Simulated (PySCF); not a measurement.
Be⁺: ionisation energy

Be⁺ [He] 2s1 (2S) → Be²⁺ 1s2 (1S), as a difference of total energies. Calculation: PySCF 2.14, in 6-31G* (3s2p1d, 14 functions); no relativity, point nucleus. The calculations carry no spin-orbit coupling.

| method | ionisation energy (eV) |
| --- | --- |
| UHF | 18.114 |
| B3LYP | 18.594 |
| BP86 | 18.368 |

Task: Which method comes closest to the reference value, and which is furthest?

Result: The reference is 18.211 eV (measured; NIST Atomic Spectra Database, ionization energies). Closest: UHF (error -0.097 eV); furthest: B3LYP (error 0.383 eV).
